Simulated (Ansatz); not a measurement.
Steps of a relaxation of C3H6AlCl, SMILES `C/C(Cl)=[CH]\[AlH2]` with RKS PBE-D4/def2-SVP.

```sh
$ ansatz run in.yaml --threads 4 --pin off --events-out ev --progress --plain --max-ram 10444MiB
```

```yaml
crystal:
  periodic: [false, false, false]
  atoms:
    - {symbol: C, position_ang: [-0.591700, -1.397500, 0.143300]}
    - {symbol: C, position_ang: [0.076500, -0.373700, 1.011500]}
    - {symbol: Cl, position_ang: [0.293100, -0.777700, 2.692600]}
    - {symbol: C, position_ang: [0.617700, 0.815900, 0.554200]}
    - {symbol: Al, position_ang: [0.385000, 1.468900, -1.325000]}
    - {symbol: H, position_ang: [-1.560400, -0.872400, -0.283100]}
    - {symbol: H, position_ang: [0.048300, -1.671200, -0.696500]}
    - {symbol: H, position_ang: [-0.893800, -2.234500, 0.706700]}
    - {symbol: H, position_ang: [1.060600, 1.491300, 1.283600]}
    - {symbol: H, position_ang: [0.990100, 2.903200, -1.672100]}
    - {symbol: H, position_ang: [-0.360100, 0.590600, -2.394500]}
basis:
  gaussian: {orbitals: def2-SVP}
hamiltonian: {xc: pbe, dispersion: d4}
relax: {f_tol: 0.03, max_steps: 200}
```

Positions (Å) and forces (eV/Å) along the path, 12 of 23 steps:

```xyz
11
step=1 energy=-22305.7791 eV
C    -0.592   -1.397    0.143   -1.596    2.576   -0.878
C     0.076   -0.374    1.012    1.323    1.630   -0.688
Cl    0.293   -0.778    2.693   -0.199   -0.316    0.356
C     0.618    0.816    0.554   -1.153   -0.924   -0.879
Al    0.385    1.469   -1.325    0.364   -0.017    1.019
H    -1.560   -0.872   -0.283    1.438   -1.089    0.489
H     0.048   -1.671   -0.697    0.210   -0.253   -0.390
H    -0.894   -2.235    0.707   -0.518   -1.648    0.870
H     1.061    1.491    1.284    0.315    0.173    0.450
H     0.990    2.903   -1.672    0.003    0.063   -0.065
H    -0.360    0.591   -2.394   -0.186   -0.195   -0.286
11
step=2 energy=-22305.9571 eV
C    -0.604   -1.407    0.158   -0.470    0.709   -0.338
C     0.140   -0.375    0.974   -0.409    1.082   -0.267
Cl    0.218   -0.749    2.688    0.206   -0.209    0.142
C     0.565    0.856    0.538    0.320   -0.644   -0.221
Al    0.403    1.517   -1.310    0.067   -0.072    0.342
H    -1.556   -0.962   -0.258    0.524   -0.232    0.248
H    -0.001   -1.722   -0.710    0.074   -0.156   -0.090
H    -0.885   -2.271    0.761   -0.014   -0.432    0.207
H     1.131    1.462    1.273   -0.267   -0.001    0.024
H     0.998    2.955   -1.681    0.009    0.002    0.020
H    -0.343    0.637   -2.412   -0.041   -0.047   -0.066
11
step=6 energy=-22306.0277 eV
C    -0.635   -1.390    0.163    0.030    0.031    0.030
C     0.092   -0.334    0.962   -0.031   -0.048    0.017
Cl    0.268   -0.768    2.667   -0.003    0.004    0.027
C     0.573    0.853    0.517    0.041    0.057   -0.020
Al    0.436    1.509   -1.311    0.004   -0.007   -0.003
H    -1.625   -1.018   -0.162   -0.099    0.035   -0.011
H    -0.072   -1.655   -0.752    0.036    0.003   -0.057
H    -0.797   -2.306    0.754    0.029   -0.059    0.037
H     1.063    1.486    1.280   -0.013   -0.022   -0.017
H     1.037    2.949   -1.663    0.000   -0.001    0.004
H    -0.277    0.616   -2.435    0.008    0.006   -0.008
11
step=8 energy=-22306.0204 eV rejected
C    -0.657   -1.384    0.174   -0.260   -0.443   -0.263
C     0.080   -0.330    0.959   -0.202   -0.148    0.135
Cl    0.231   -0.742    2.676   -0.013    0.002   -0.009
C     0.551    0.855    0.511    0.060   -0.011   -0.324
Al    0.470    1.491   -1.325    0.036    0.013   -0.053
H    -1.748   -1.084    0.045    0.777   -0.335    0.120
H    -0.200   -1.504   -0.851   -0.375    0.106    0.534
H    -0.608   -2.378    0.705   -0.126    0.601   -0.387
H     1.035    1.490    1.261    0.114    0.196    0.239
H     1.080    2.936   -1.643   -0.014    0.012   -0.011
H    -0.168    0.592   -2.490    0.004    0.007    0.018
11
step=9 energy=-22306.0424 eV
C    -0.647   -1.383    0.167   -0.056   -0.080   -0.080
C     0.081   -0.329    0.963   -0.018   -0.041    0.032
Cl    0.231   -0.748    2.676   -0.027    0.012   -0.005
C     0.574    0.850    0.512    0.032   -0.001   -0.083
Al    0.461    1.495   -1.320    0.009    0.001   -0.010
H    -1.694   -1.063   -0.040    0.117   -0.079    0.071
H    -0.152   -1.552   -0.814   -0.087    0.059    0.082
H    -0.683   -2.344    0.714   -0.003    0.059   -0.056
H     1.061    1.484    1.271    0.024    0.058    0.071
H     1.047    2.946   -1.654   -0.003    0.000   -0.010
H    -0.214    0.588   -2.455    0.012    0.012   -0.012
11
step=10 energy=-22306.0518 eV
C    -0.653   -1.383    0.171   -0.086   -0.191   -0.160
C     0.085   -0.332    0.960   -0.150   -0.079    0.082
Cl    0.209   -0.736    2.678   -0.013   -0.001    0.007
C     0.574    0.848    0.510    0.064    0.055   -0.144
Al    0.477    1.490   -1.324    0.029   -0.001   -0.036
H    -1.728   -1.094    0.047    0.292   -0.141    0.087
H    -0.214   -1.498   -0.849   -0.162    0.072    0.227
H    -0.617   -2.369    0.688   -0.023    0.218   -0.148
H     1.043    1.490    1.272    0.047    0.057    0.079
H     1.061    2.942   -1.655   -0.006    0.008    0.001
H    -0.172    0.585   -2.477    0.007    0.003    0.005
11
step=13 energy=-22306.0980 eV rejected
C    -0.674   -1.351    0.163    0.048   -0.012   -0.327
C     0.057   -0.306    0.955   -0.398    0.227   -0.069
Cl   -0.001   -0.720    2.679    0.234    0.176    0.010
C     0.594    0.864    0.507    0.051   -0.235    0.346
Al    0.562    1.460   -1.341    0.004   -0.158   -0.041
H    -1.756   -1.363    0.445    0.255   -0.019   -0.034
H    -0.590   -1.146   -0.933   -0.051   -0.135    0.326
H    -0.263   -2.360    0.394   -0.099    0.123   -0.101
H     1.046    1.520    1.279   -0.063   -0.102   -0.016
H     1.141    2.908   -1.704   -0.033   -0.037   -0.033
H    -0.051    0.437   -2.422    0.054    0.173   -0.062
11
step=14 energy=-22306.1231 eV
C    -0.680   -1.382    0.183   -0.103   -0.057   -0.038
C     0.027   -0.309    0.951    0.063    0.049    0.055
Cl    0.081   -0.656    2.687   -0.048   -0.063    0.017
C     0.578    0.842    0.490   -0.027   -0.033   -0.012
Al    0.562    1.471   -1.353    0.003   -0.001    0.016
H    -1.772   -1.352    0.402    0.091   -0.042    0.005
H    -0.539   -1.250   -0.908   -0.029    0.011    0.038
H    -0.320   -2.389    0.482   -0.001    0.073   -0.032
H     1.025    1.475    1.278    0.030    0.072   -0.050
H     1.145    2.928   -1.663    0.011   -0.001   -0.004
H    -0.043    0.564   -2.528    0.009   -0.009    0.006
11
step=17 energy=-22306.1369 eV
C    -0.690   -1.372    0.182   -0.008   -0.011   -0.001
C     0.002   -0.295    0.960    0.010    0.021   -0.002
Cl    0.045   -0.664    2.692   -0.003   -0.002   -0.002
C     0.551    0.857    0.498    0.001   -0.001    0.013
Al    0.582    1.456   -1.354   -0.003   -0.001   -0.007
H    -1.745   -1.468    0.512    0.005   -0.011    0.001
H    -0.672   -1.157   -0.904   -0.005    0.006    0.008
H    -0.208   -2.354    0.367    0.000    0.004   -0.009
H     1.004    1.506    1.270   -0.003   -0.001   -0.002
H     1.222    2.886   -1.679    0.005   -0.004    0.000
H    -0.026    0.546   -2.524    0.001   -0.001    0.001
11
step=18 energy=-22306.1367 eV rejected
C    -0.691   -1.368    0.181   -0.096   -0.121    0.014
C    -0.006   -0.289    0.962   -0.007   -0.001   -0.002
Cl    0.040   -0.663    2.692    0.001    0.002    0.013
C     0.540    0.864    0.501   -0.036   -0.017   -0.048
Al    0.587    1.452   -1.355    0.005    0.001    0.003
H    -1.736   -1.507    0.546    0.168    0.020   -0.063
H    -0.714   -1.127   -0.901   -0.002   -0.021    0.061
H    -0.172   -2.342    0.327   -0.066    0.109   -0.022
H     0.987    1.516    1.271    0.036    0.029    0.049
H     1.258    2.867   -1.683   -0.003   -0.006   -0.004
H    -0.028    0.541   -2.521   -0.001    0.005   -0.001
11
step=22 energy=-22306.1374 eV rejected
C    -0.690   -1.370    0.181   -0.013   -0.017    0.003
C    -0.010   -0.287    0.963    0.006   -0.010   -0.005
Cl    0.036   -0.661    2.693   -0.005    0.003    0.002
C     0.535    0.867    0.503    0.017   -0.010   -0.013
Al    0.595    1.448   -1.355   -0.052    0.024    0.010
H    -1.730   -1.515    0.545    0.030    0.003   -0.013
H    -0.716   -1.127   -0.900   -0.001   -0.005    0.016
H    -0.166   -2.338    0.323   -0.014    0.023   -0.002
H     0.987    1.516    1.275    0.001    0.005    0.006
H     1.267    2.861   -1.688    0.016   -0.011   -0.002
H    -0.043    0.548   -2.518    0.017   -0.006   -0.001
11
step=23 energy=-22306.1378 eV
C    -0.690   -1.370    0.181   -0.002   -0.001    0.000
C    -0.008   -0.288    0.962    0.000   -0.005   -0.003
Cl    0.038   -0.662    2.693   -0.001    0.001    0.001
C     0.538    0.865    0.502   -0.001    0.002   -0.003
Al    0.586    1.453   -1.354    0.001    0.000    0.002
H    -1.731   -1.508    0.540    0.006    0.000   -0.002
H    -0.709   -1.131   -0.900   -0.001   -0.002    0.004
H    -0.173   -2.340    0.329   -0.001    0.006   -0.001
H     0.989    1.515    1.274   -0.001    0.000    0.001
H     1.263    2.863   -1.687    0.000   -0.002    0.000
H    -0.037    0.546   -2.520   -0.001    0.001    0.000
```

It took 27 s on 4 threads of an Arm Neoverse V2 on a shared host, with 0.13 GiB of host memory at the peak.
